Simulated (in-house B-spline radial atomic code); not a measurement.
Te⁺. Computed with a B-spline radial atomic code. Model: non-relativistic spherical atom: semilocal Troullier-Martins pseudo-atom, one channel per l, against all electrons, high spin, G0W0 and RPA with empty states to l = 8, local potential for every l without a channel, a model core (radius 0 = none) keeps its share of the functional.

Without relativity these are model numbers for so heavy an element.

What the tables leave out is listed at the end.

The pseudopotential gives back the lowest level of each angular momentum of its own functional in the configuration it was made in; a second state of the same l is only approximately right. Exact exchange, RPA and GW see the smooth pseudo-orbitals and miss the exchange with the core, for which the functional's share stands in. The column with an uncorrelated core keeps all orbitals and exact exchange, and so separates missing core correlation from pseudisation. Only the three outermost levels and the lowest empty one were computed. RPA here is direct RPA, with no exchange kernel, and its energies carry an (l + 1/2)⁻⁴ tail. A hybrid on a potential with a model core restores only its own semilocal share of the core's exchange.

Command:
```bash
python run_psgw.py task.json out
```
Settings (lengths in bohr, energies in hartree):
```
Z                      52
electrons              51
configuration          [Kr] 4d10 5s2 5p3
generated_in           [Kr] 4d10 5s2 5p4
functional             pbe,pbe
core_shells            8
radius_factor          1.15
core_correction        True
```

Cost of the run: 75 s on 1 thread of Intel(R) Xeon(R) Platinum 8488C (Sapphire Rapids) (shared host).

Given: made with PBE; model core radius 0.614 bohr; local radius 1.174 bohr; mean-field start PBE.

Valence shells of the generating configuration: 4d, 5s, 5p.

Channel: s 2.164, p 2.531, d 0.934 (radii in bohr).

Computed: largest level miss in the spin-unpolarised generating configuration 0 eV; valence RPA correlation energy all-electron orbitals -0.87053 hartree; valence RPA correlation energy pseudo -1.1835 hartree; pseudo-atom RPA polarisability 19.963 bohr³.

```csv
level,occupied,mean-field all-electron (eV),mean-field pseudo minus all (eV),G0W0 all-electron (eV),G0W0 uncorrelated core minus all (eV),G0W0 pseudo minus all (eV),exchange self-energy all-electron (eV),exchange self-energy pseudo (eV)
5p up,1,-14.538,0.005,-18.853,0.011,-0.399,-17.439,-16.56
5s down,1,-20.767,0.004,-25.077,0.048,-0.493,-16.344,-14.367
5p down (empty),0,-12.258,-0.001,-9.2575,0.029,-0.421,-5.3162,-4.4297
```

(1) What is the all-electron RPA polarisability, core included?

Given: mean-field start PBE0.

Computed: valence RPA correlation energy all-electron orbitals -0.82414 hartree; all-electron RPA polarisability, core included 17.773 bohr³; pseudo-atom RPA polarisability 17.265 bohr³.

```csv
level,occupied,mean-field all-electron (eV),mean-field pseudo minus all (eV),G0W0 all-electron (eV),G0W0 uncorrelated core minus all (eV),G0W0 pseudo minus all (eV),exchange self-energy all-electron (eV),exchange self-energy pseudo (eV)
5p up,1,-15.79,-0.159,-19.017,0.013,-0.421,-17.432,-16.883
5s down,1,-21.711,0.006,-25.107,0.052,-0.406,-16.167,-14.364
5p down (empty),0,-11.207,-0.119,-9.0768,0.03,-0.296,-5.0398,-4.3811
```

(2) What is the valence RPA correlation energy pseudo?

Results:

(1) 19.953 bohr³.

(2) -1.1371 hartree.

Among the listed levels the largest G0W0 shift of the pseudo-atom is -0.49 eV, for 5s down on the PBE start, while leaving the core uncorrelated moves that level by +0.05 eV. So pseudisation and the lost core exchange, not the missing core correlation, make the error. Not in the tables (levels of low weight, unsolved or above zero; the highest and the empty levels are kept at any weight): on PBE the G0W0 levels 5s up (pseudo minus all -0.10 eV, weights 0.19 and 0.21); on PBE0 the G0W0 levels 5s up (pseudo minus all -0.15 eV, weights 0.31 and 0.36); no Hartree-Fock pseudo-atom is run with a model core.
